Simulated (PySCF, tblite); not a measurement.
Isomers of C6H14Si3. Computed values, GFN2-xTB/tblite, gas phase, harmonic and unscaled. Against measured fundamentals such values can be off by several per cent, at times by over 20. Modes of hydrogen on silicon can be 10 to 20 % off. One conformer each.

Electronic energies: PBE0/pcSseg-1 single points on the GFN2-xTB geometries (PySCF, gas phase).

```csv
SMILES,"electronic energy, lowest = 0 (kJ/mol)"
[SiH3]C1([SiH3])[SiH2]C=C1C1CC1,26.2
C=C(C)C1=C[SiH2]C1([SiH3])[SiH3],0.0
CC#C[Si@@H]1C[C@@H](C[SiH3])[SiH2]1,25.1
```

**Question.** How do GFN2-xTB zero-point energies change the relative energies?

**Answer.** 
```tsv
SMILES	ZPE (kJ/mol)	of it from modes above 1550 cm⁻¹	electronic (kJ/mol)	with ZPE, lowest = 0 (kJ/mol)	lowest mode (cm⁻¹)	rings
C=C(C)C1=C[SiH2]C1([SiH3])[SiH3]	423.9	236.4	0.0	0.0	26	1
CC#C[Si@@H]1C[C@@H](C[SiH3])[SiH2]1	436.7	234.9	25.1	37.8	10i	1
[SiH3]C1([SiH3])[SiH2]C=C1C1CC1	428.2	227.2	26.2	30.4	36	2
```

The zero-point energies span 12.8 kJ/mol, from `C=C(C)C1=C[SiH2]C1([SiH3])[SiH3]` to `CC#C[Si@@H]1C[C@@H](C[SiH3])[SiH2]1`. Slightly imaginary modes are left out of the zero-point energy: `CC#C[Si@@H]1C[C@@H](C[SiH3])[SiH2]1` 10.1i cm⁻¹. The lowest isomer stays, but the order above it changes.

**Question.** And how do the electronic energies of GFN2-xTB itself compare?

**Answer.** `C=C(C)C1=C[SiH2]C1([SiH3])[SiH3]` 7.5; `CC#C[Si@@H]1C[C@@H](C[SiH3])[SiH2]1` 73.7; `[SiH3]C1([SiH3])[SiH2]C=C1C1CC1` 0.0 kJ/mol, lowest = 0. Against the energies above, taken from the same isomer `C=C(C)C1=C[SiH2]C1([SiH3])[SiH3]`, the largest difference is 41.1 kJ/mol.
